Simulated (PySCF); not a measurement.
An unknown is described by computed data only.

Formula: C5H7F2N.

| Property | Result |
| --- | --- |
| 1H NMR | chemical shifts (computed TMS as zero) by class: 6.64 (1 H), 6.42 (1 H), 6.23 (1 H), 5.93 (1 H), 3.38 (3 H) ppm [GIAO PBE0/pcSseg-1] |
| Couplings | largest of the computed one-bond spin–spin couplings (means over like bonds): 19F–13C -305.0 (×2), 13C–1H +198.1, 13C–1H +173.5, 13C–1H +168.9, 13C–1H +164.8, 13C–1H +140.9 (×3), 13C–13C +73.7, 13C–13C +72.8 Hz [B3LYP/pcJ-1, spin–dipole term left out for some pairs] |
| UV, strongest line | among the 10 lowest singlet transitions: S2 at 5.90 eV (210 nm, f = 0.519) [TDDFT wB97X-D/def2-SVPD] |
| Rotational structure | rotational constants A, B, C: 2.861, 1.558, 1.239 GHz [PBE0-D3(BJ)/def2-SVP] |
| UV, first state | lowest singlet excitation: 4.29 eV (289 nm, f = 0.001) [TDDFT wB97X-D/def2-SVPD] |
| NMR, other nuclei | isotropic shieldings of nuclei other than C and H, by class: -119 (1 N), 304 (2 F) ppm [GIAO PBE0/pcSseg-1] |
| 13C NMR | chemical shifts (computed TMS as zero) by class: 168.4 (1 C), 138.4 (1 C), 127.2 (1 C), 122.9 (1 C), 38.5 (1 C) ppm [GIAO PBE0/pcSseg-1] |
| Valence photoelectron | vertical ionisation energy: 9.59 eV [ΔSCF wB97X-D/def2-SVPD] |
| Polarisability | 73.4 au [wB97X-D/def2-SVPD] |

Electronic properties: PySCF, gas phase, density fitting. Levels stand in brackets. One conformer (not necessarily the lowest) at the PBE0-D3(BJ)/def2-SVP geometry, without solvent, vibrations or thermal averaging. NMR values are class means; diastereotopic atoms form classes of their own.

Q: Give a SMILES that accounts for the data.

A: Numbering: `[CH2:1]=[CH:2]/[C:3](=[N:4]\[CH3:5])[CH:6]([F:7])[F:8]`. Its formula, C5H7F2N, gives 2 degrees of unsaturation: 0 rings and 2 π bonds in the structure found. 5 carbons fall into 5 classes; from least to most shielded: imine carbon [C3] (168.4 ppm), terminal =CH2 carbon [C1] (138.4 ppm), alkene CH carbon [C2] (127.2 ppm), CHF2 carbon [C6] (122.9 ppm), N-methyl carbon [C5] (38.5 ppm). Hydrogen classes from least to most shielded: 1 H on a terminal =CH2 carbon, C1 (6.64 ppm), 1 H on an alkene CH carbon, C2 (6.42 ppm), 1 H on a terminal =CH2 carbon, C1 (6.23 ppm), 1 H on a CHF2 carbon, C6 (5.93 ppm), 3 H on an N-methyl carbon, C5 (3.38 ppm, a mean of values up to 0.9 ppm apart in this geometry). The other shieldings belong to: -119 ppm, imine nitrogen [N4]; 304 ppm, fluorine of a CF2 group [F7/F8]. The couplings run between: -305.0 Hz, fluorine of a CF2 group [F7] and CHF2 carbon [C6] (with 1 like pair); +198.1 Hz, CHF2 carbon [C6] and its hydrogen; +173.5 Hz, terminal =CH2 carbon [C1] and its hydrogen; +168.9 Hz, terminal =CH2 carbon [C1] and its hydrogen; +164.8 Hz, alkene CH carbon [C2] and its hydrogen; +140.9 Hz, N-methyl carbon [C5] and its hydrogen (with 2 like pairs); +73.7 Hz, terminal =CH2 carbon [C1] and alkene CH carbon [C2]; +72.8 Hz, imine carbon [C3] and CHF2 carbon [C6]. The first electron is taken from the HOMO, whose largest Löwdin shares are 0.56 on the imine nitrogen, 0.12 on the N-methyl carbon, 0.10 on the imine carbon and 0.05 on the alkene CH carbon. By its constants the optimised geometry is an asymmetric top. Structure: `C=C/C(=N\C)C(F)F`. Computed isomers that give other values at the same levels: `CN(C)C(F)=C=CF` (rotational constant A: 3.640 GHz; this holds for the one conformer computed). The assignments are read from this structure; whether some other isomer fits the data as well wasn't checked.

Shape of the structure used: `[CH2:1]=[CH:2]/[C:3](=[N:4]\[CH3:5])[CH:6]([F:7])[F:8]`: C1–C2–C3–N4 178°, C2–C3–C6–F7 60°.
